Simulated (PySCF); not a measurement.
Electron correlation in Re⁺ (rhenium, charge +1)

[Xe] 4f14 5d6, high-spin 5D determinant (an excited configuration). Calculation: PySCF 2.14, in ANO-RCC-VTZP; scalar relativity by spin-free X2C-1e. Frozen: [Xe] 4f14; 6 electrons correlated.

```csv
level,correlation energy (mhartree)
CCSD,-105.17
(T),-7.18
CCSD(T),-112.35
```

Diagnostics: T1 = 0.018, D1 = 0.0603, largest double amplitude 0.183.

Task: Is a single reference adequate?

Result: Not fully. Spin-orbit coupling, absent here, splits the open shell strongly. A double-excitation amplitude exceeds 0.15, a sign of near-degeneracy.
